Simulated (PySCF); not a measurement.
Input of a run (PBE0-D3(BJ)/def2-SVP geometry optimisation, gas phase (PySCF 2.14.0)), started from GFN2-xTB:
```
{"job": {"xc": "PBE0", "basis": "def2-SVP", "d3": "d3bj", "grid": 1, "shake": 0.01, "kind": "geom"}, "charge": 0, "multiplicity": 1}
C     -1.870340     2.306050    -0.539480
C     -1.258730     1.330520    -0.725700
C     -0.520020     0.108060    -0.964630
C     -1.370210    -1.014950    -1.385780
C     -1.210260    -2.084040    -0.631710
C     -0.146410    -1.805040     0.392320
N      0.126090    -0.382990     0.277620
C      1.503950     0.021070     0.478390
C      1.602220     1.521070     0.745440
H     -2.442990     3.207970    -0.370310
H      0.244970     0.311730    -1.735440
H     -2.083960    -0.904160    -2.195040
H     -1.726680    -3.021230    -0.700820
H      0.735900    -2.416740     0.185790
H     -0.475280    -2.059830     1.414080
H      2.130660    -0.256230    -0.366560
H      1.854270    -0.505920     1.364750
H      0.951060     1.810160     1.558220
H      2.630410     1.766910     0.968070
H      1.274340     2.082990    -0.148840
```

Output (energies in Eh, forces in Eh/bohr):
```
step   0  E = -365.41732854  max force = 0.094126
step   1  E = -365.42630680  max force = 0.007308
step   2  E = -365.42650262  max force = 0.002207
step   3  E = -365.42651810  max force = 0.002716
step   4  E = -365.42656056  max force = 0.000687
step   5  E = -365.42656836  max force = 0.000444
optimisation converged
```

Summarise the run.

The energy falls by 0.251 eV over 6 energy and gradient evaluations, the largest force component goes from 0.0941 to 4.4e-04 Eh/bohr, and the atoms move by 0.056 Å rms after alignment. The bond that changes most is C1≡C2 (terminal alkyne carbon to alkyne carbon), which lengthens by 0.044 Å. Bonds longer at the end by more than 0.005 Å: 12 of 20; shorter: 6. Among the angles that change most is H16–C8–H17, from 108.9° to 105.9°. The energy never rose by more than 1e-6 Eh on the way. The first step brought 97 % of the lowering.

What are the final bond lengths?

C1≡C2 1.211 Å, C2–C3 1.471 Å, C3–C4 1.510 Å, C4=C5 1.331 Å, C5–C6 1.494 Å, C6–N7 1.452 Å, N7–C8 1.441 Å, C8–C9 1.517 Å, C3–N7 1.459 Å, C1–H10 1.074 Å, C3–H11 1.117 Å, C4–H12 1.091 Å, C5–H13 1.092 Å, C6–H14 1.114 Å, C6–H15 1.107 Å, C8–H16 1.117 Å, C8–H17 1.103 Å, C9–H18 1.100 Å, C9–H19 1.101 Å, C9–H20 1.100 Å. Numbering counts from 1 in the input's order; the species is `C#C[C@@H]1C=CCN1CC`.

The run used 181 basis functions and 42 SCF cycles in all. The run took 2.1 min of wall time on an AMD EPYC 7R43 with one thread, shared host with 256 logical CPUs at a one-minute load of 136, and the process peaked at 0.73 GiB of memory.

Not checked by PBE0-D3(BJ)/def2-SVP frequencies. One conformer, not necessarily the lowest.
